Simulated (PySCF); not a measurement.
SMILES [OH][Al]([OH])[SiH2]F, PBE0/def2-SVP optimised geometry.

```
9

Si     0.22    -0.97     0.00
F     -0.27    -1.78     1.34
Al    -0.71     1.28     0.00
O     -0.28     2.24    -1.33
O     -1.71     1.77     1.28
H      1.71    -0.97     0.00
H     -0.22    -1.77    -1.19
H     -0.52     3.15    -1.55
H     -2.17     2.60     1.46
```

Density from PBE0/def2-TZVP run with PySCF at that geometry.

Minimum of the electron density along straight lines between bonded atoms, close to the bond critical point (lines longer than 1.1 times the sum of covalent radii, or with two minima, are not listed):

```json
[
 {"bond": "Si1–F2", "length / Å": "1.636", "ρ at the minimum / e bohr⁻³": "0.126", "∇²ρ there / e bohr⁻⁵": "0.86", "position (fraction from the first atom)": "0.42"},
 {"bond": "Si1–Al3", "length / Å": "2.435", "ρ at the minimum / e bohr⁻³": "0.067", "∇²ρ there / e bohr⁻⁵": "0.02", "position (fraction from the first atom)": "0.64"},
 {"bond": "Al3–O4", "length / Å": "1.700", "ρ at the minimum / e bohr⁻³": "0.107", "∇²ρ there / e bohr⁻⁵": "0.78", "position (fraction from the first atom)": "0.43"},
 {"bond": "Al3–O5", "length / Å": "1.696", "ρ at the minimum / e bohr⁻³": "0.108", "∇²ρ there / e bohr⁻⁵": "0.80", "position (fraction from the first atom)": "0.43"},
 {"bond": "Si1–H6", "length / Å": "1.497", "ρ at the minimum / e bohr⁻³": "0.120", "∇²ρ there / e bohr⁻⁵": "0.14", "position (fraction from the first atom)": "0.49"},
 {"bond": "Si1–H7", "length / Å": "1.497", "ρ at the minimum / e bohr⁻³": "0.120", "∇²ρ there / e bohr⁻⁵": "0.14", "position (fraction from the first atom)": "0.49"},
 {"bond": "O4–H8", "length / Å": "0.957", "ρ at the minimum / e bohr⁻³": "0.358", "∇²ρ there / e bohr⁻⁵": "-2.45", "position (fraction from the first atom)": "0.81"},
 {"bond": "O5–H9", "length / Å": "0.957", "ρ at the minimum / e bohr⁻³": "0.358", "∇²ρ there / e bohr⁻⁵": "-2.45", "position (fraction from the first atom)": "0.81"}
]
```
